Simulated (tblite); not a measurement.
Record of a relaxation.

C3H6NO3S (doublet state).
SMILES with atom numbers: `[CH3:1][S:2](=[O:3])(=[O:4])[CH2:5][C:6]([NH:7])=[O:8]` (hydrogens: H9, H10, H11 on C1; H12, H13 on C5; H14 on N7)
Bond orders are those of one Lewis drawing.

Computed with GFN2-xTB (tblite), gas phase: L-BFGS steps from a force-field or distance-geometry start until the largest atomic force falls under 0.01 eV/Å. 9 of its 40 geometries are shown.

Step 0: E = -754.5028 eV, largest atomic force 1.879 eV/Å
```
atom  x, y, z in Å  |  force x, y, z in eV/Å
C1     -0.784    1.337   -0.560   -0.236   1.068   0.020
S2     -1.201   -0.388   -0.515   -1.626  -0.032   0.170
O3     -1.464   -0.803   -1.875    0.095  -0.063   0.567
O4     -2.247   -0.567    0.477    0.738  -0.041  -0.786
C5      0.286   -1.228    0.026    0.452  -1.219  -0.025
C6      1.093   -0.369    0.947    0.569   0.095  -1.040
N7      2.218    0.066    0.378   -0.842   0.293   1.654
O8      0.737   -0.081    2.086    0.247   0.132  -0.043
H9     -0.599    1.703    0.452   -0.007  -0.174  -0.237
H10    -1.657    1.867   -0.974    0.377  -0.262   0.157
H11     0.070    1.483   -1.208    0.040  -0.049   0.032
H12    -0.006   -2.152    0.532   -0.215   0.138   0.006
H13     0.844   -1.496   -0.872    0.047   0.204   0.052
H14     2.710    0.626    1.084    0.361  -0.091  -0.527
```

Step 5: E = -754.6724 eV, largest atomic force 0.185 eV/Å
```
atom  x, y, z in Å  |  force x, y, z in eV/Å
C1     -0.787    1.371   -0.562   -0.039  -0.037   0.001
S2     -1.227   -0.380   -0.515   -0.016  -0.067   0.043
O3     -1.474   -0.817   -1.860   -0.083  -0.028  -0.051
O4     -2.252   -0.581    0.464   -0.016  -0.016  -0.023
C5      0.294   -1.272    0.017    0.038   0.003   0.014
C6      1.084   -0.392    0.917    0.183   0.001   0.025
N7      2.196    0.090    0.446    0.080   0.041   0.009
O8      0.757   -0.071    2.069   -0.081   0.012   0.054
H9     -0.596    1.701    0.451    0.005   0.024  -0.029
H10    -1.654    1.873   -0.976    0.061   0.067   0.008
H11     0.075    1.484   -1.207   -0.013   0.030   0.029
H12    -0.033   -2.166    0.542   -0.079  -0.007  -0.087
H13     0.857   -1.492   -0.885   -0.042  -0.083   0.012
H14     2.759    0.650    1.074    0.001   0.059  -0.005
```

Step 10: E = -754.6793 eV, largest atomic force 0.054 eV/Å
```
atom  x, y, z in Å  |  force x, y, z in eV/Å
C1     -0.790    1.369   -0.562    0.000   0.003  -0.001
S2     -1.230   -0.386   -0.516    0.006   0.007   0.012
O3     -1.487   -0.823   -1.859    0.008  -0.011   0.016
O4     -2.256   -0.588    0.462    0.033  -0.012   0.006
C5      0.301   -1.274    0.019   -0.036   0.019  -0.036
C6      1.100   -0.396    0.922   -0.015   0.011  -0.018
N7      2.209    0.098    0.454    0.008  -0.021   0.010
O8      0.751   -0.070    2.067    0.016  -0.002  -0.001
H9     -0.595    1.703    0.448   -0.007  -0.015   0.024
H10    -1.646    1.887   -0.976   -0.010   0.025  -0.008
H11     0.074    1.487   -1.202    0.020  -0.018  -0.008
H12    -0.049   -2.168    0.529   -0.007   0.022  -0.002
H13     0.852   -1.508   -0.886    0.010  -0.032  -0.003
H14     2.768    0.668    1.076   -0.026   0.024   0.009
```

Step 15: E = -754.6806 eV, largest atomic force 0.043 eV/Å
```
atom  x, y, z in Å  |  force x, y, z in eV/Å
C1     -0.791    1.371   -0.562    0.002  -0.006   0.002
S2     -1.230   -0.384   -0.516   -0.001   0.007  -0.020
O3     -1.489   -0.828   -1.857   -0.011   0.008  -0.007
O4     -2.249   -0.592    0.467    0.004   0.004   0.016
C5      0.300   -1.271    0.013    0.035  -0.017   0.018
C6      1.100   -0.395    0.917   -0.003  -0.014  -0.013
N7      2.214    0.094    0.458   -0.005   0.009  -0.008
O8      0.754   -0.070    2.065   -0.003   0.000  -0.020
H9     -0.598    1.699    0.451   -0.003  -0.006  -0.009
H10    -1.643    1.897   -0.977    0.017  -0.003   0.002
H11     0.077    1.482   -1.200   -0.007  -0.001   0.015
H12    -0.057   -2.161    0.526   -0.009   0.007   0.020
H13     0.853   -1.520   -0.887    0.000   0.013  -0.005
H14     2.760    0.678    1.079   -0.016   0.000   0.009
```

Step 20: E = -754.6810 eV, largest atomic force 0.023 eV/Å
```
atom  x, y, z in Å  |  force x, y, z in eV/Å
C1     -0.790    1.370   -0.561    0.008   0.003   0.002
S2     -1.229   -0.385   -0.517   -0.002  -0.010   0.012
O3     -1.493   -0.827   -1.858   -0.006   0.004  -0.002
O4     -2.244   -0.593    0.470    0.001   0.001  -0.001
C5      0.302   -1.273    0.012   -0.018   0.000  -0.014
C6      1.101   -0.396    0.913    0.005   0.010   0.004
N7      2.214    0.095    0.457   -0.004   0.010  -0.005
O8      0.753   -0.070    2.060   -0.008   0.003   0.003
H9     -0.599    1.696    0.452    0.002   0.001   0.010
H10    -1.640    1.899   -0.977   -0.001  -0.006  -0.005
H11     0.078    1.481   -1.196    0.017   0.004   0.000
H12    -0.060   -2.158    0.530    0.007  -0.009  -0.001
H13     0.854   -1.522   -0.888    0.001  -0.014  -0.004
H14     2.753    0.682    1.082   -0.001   0.004   0.000
```

Step 24: E = -754.6812 eV, largest atomic force 0.021 eV/Å
```
atom  x, y, z in Å  |  force x, y, z in eV/Å
C1     -0.786    1.369   -0.560    0.000  -0.007   0.005
S2     -1.228   -0.385   -0.517   -0.012   0.002  -0.009
O3     -1.499   -0.824   -1.857    0.012  -0.002  -0.007
O4     -2.241   -0.593    0.472   -0.007   0.008   0.018
C5      0.302   -1.276    0.009    0.020  -0.005   0.005
C6      1.100   -0.396    0.909   -0.016   0.005  -0.001
N7      2.212    0.101    0.454   -0.011  -0.006   0.005
O8      0.750   -0.069    2.055   -0.002   0.000   0.002
H9     -0.600    1.693    0.455    0.003   0.007  -0.005
H10    -1.635    1.897   -0.979    0.011  -0.002   0.000
H11     0.085    1.481   -1.192   -0.003  -0.002   0.014
H12    -0.059   -2.158    0.532    0.004   0.000  -0.006
H13     0.853   -1.529   -0.890    0.000  -0.005  -0.009
H14     2.747    0.686    1.085    0.000   0.007  -0.012
```

Step 29: E = -754.6814 eV, largest atomic force 0.015 eV/Å
```
atom  x, y, z in Å  |  force x, y, z in eV/Å
C1     -0.784    1.367   -0.558    0.003   0.011   0.001
S2     -1.229   -0.385   -0.516    0.004  -0.004   0.010
O3     -1.502   -0.822   -1.857    0.001  -0.004   0.004
O4     -2.239   -0.591    0.476    0.002  -0.002  -0.007
C5      0.303   -1.278    0.007   -0.015  -0.002  -0.003
C6      1.097   -0.395    0.907    0.012  -0.004   0.007
N7      2.208    0.104    0.454    0.005   0.000  -0.008
O8      0.745   -0.068    2.053   -0.009  -0.001   0.001
H9     -0.600    1.693    0.457   -0.004   0.002   0.010
H10    -1.630    1.896   -0.981   -0.003   0.005  -0.004
H11     0.090    1.480   -1.185    0.011  -0.009  -0.003
H12    -0.057   -2.160    0.531   -0.004  -0.010   0.000
H13     0.853   -1.534   -0.892    0.003   0.012   0.002
H14     2.743    0.691    1.082   -0.007   0.006  -0.008
```

Step 34: E = -754.6817 eV, largest atomic force 0.015 eV/Å
```
atom  x, y, z in Å  |  force x, y, z in eV/Å
C1     -0.778    1.367   -0.554    0.003  -0.007  -0.002
S2     -1.227   -0.386   -0.513   -0.006   0.004  -0.001
O3     -1.504   -0.822   -1.853    0.003   0.006   0.002
O4     -2.236   -0.589    0.480   -0.009  -0.008   0.007
C5      0.302   -1.283    0.006    0.009  -0.001   0.009
C6      1.094   -0.396    0.905   -0.007   0.001  -0.004
N7      2.203    0.108    0.449   -0.006   0.000  -0.001
O8      0.735   -0.068    2.048    0.015   0.003   0.002
H9     -0.603    1.695    0.462   -0.005  -0.005  -0.006
H10    -1.620    1.896   -0.986    0.010   0.000  -0.003
H11     0.102    1.474   -1.174    0.001   0.004   0.001
H12    -0.055   -2.166    0.529   -0.005  -0.002  -0.008
H13     0.853   -1.536   -0.895    0.000   0.005   0.003
H14     2.732    0.704    1.073   -0.004  -0.001   0.001
```

Step 39: E = -754.6818 eV, largest atomic force 0.009 eV/Å
```
atom  x, y, z in Å  |  force x, y, z in eV/Å
C1     -0.775    1.366   -0.553   -0.002   0.004   0.002
S2     -1.228   -0.386   -0.511    0.000  -0.002  -0.004
O3     -1.504   -0.820   -1.851   -0.006  -0.004  -0.005
O4     -2.237   -0.590    0.482    0.004   0.002  -0.005
C5      0.302   -1.285    0.006   -0.007   0.003  -0.003
C6      1.092   -0.396    0.904    0.004  -0.001   0.005
N7      2.199    0.109    0.446   -0.001   0.004  -0.001
O8      0.736   -0.067    2.047    0.005  -0.002   0.006
H9     -0.605    1.694    0.464    0.002   0.001   0.005
H10    -1.613    1.896   -0.989   -0.002  -0.001  -0.006
H11     0.108    1.472   -1.170    0.001  -0.006   0.005
H12    -0.056   -2.169    0.526    0.001   0.001   0.002
H13     0.853   -1.534   -0.895   -0.001   0.001   0.000
H14     2.727    0.708    1.069    0.001   0.000   0.000
```

**Question.** Summarise the path.

**Answer.** The energy falls by 0.1790 eV from step 0 to step 39; nine tenths of that is first reached at step 4. It falls at every step. The largest force goes from 1.879 to 0.009 eV/Å. Among the bonds S2–C5 changes most, from 1.792 to 1.848 Å; the atoms move by 0.052 Å rms after alignment.

What follows is the cost of the whole relaxation. Hardware: one thread of an Arm Neoverse V1, no GPU, on a shared host. Cost: 0.26 s wall.
